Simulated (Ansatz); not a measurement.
HBF, doublet, at a GFN2-xTB geometry; Ansatz (a first-principles code) with R2SCAN/cc-pVTZ.

Here is a job for Ansatz.
Ansatz 0.2 input:
```yaml
crystal:
  periodic: [false, false, false]
  atoms:
    - {symbol: B, position_ang: [-0.62114934, 0.42261065, 0.01060937]}
    - {symbol: F, position_ang: [0.52302898, -0.21010080, -0.00107771]}
    - {symbol: H, position_ang: [-1.60151411, -0.22214599, -0.04334740]}
basis:
  gaussian:
    orbitals: cc-pVTZ
hamiltonian:
  xc: r2scan
magnetization: {spin_polarized: true, initial_magnetization: 1}
```

It wrote (shortened):

```
Functional definition: r2SCAN
418 factors; their error is unknown
mean field evaluation 1: about -3407.0568 eV, gradient 1.8e1 eV
mean field evaluation 2: about -3406.1499 eV, gradient 2.7e1 eV
mean field evaluation 4: about -3407.9930 eV, gradient 4.2e-1 eV
mean field evaluation 8: about -3407.9782 eV, gradient 1.7e-1 eV
mean field evaluation 16: about -3407.9783 eV, gradient 6.1e-5 eV
mean field -3407.97827511 eV, -125.2408915996 hartree, gradient 6.1e-5 eV, S^2 0.752718; 0 other end points of the search recorded, 0 dependent functions left out
reference -3407.97828529 eV, -125.2408919736 hartree; 8, 7 occupied and 66, 67 virtual orbitals, 418 factors
Total energy: -3407.97828529 eV, -125.2408919736 hartree
```
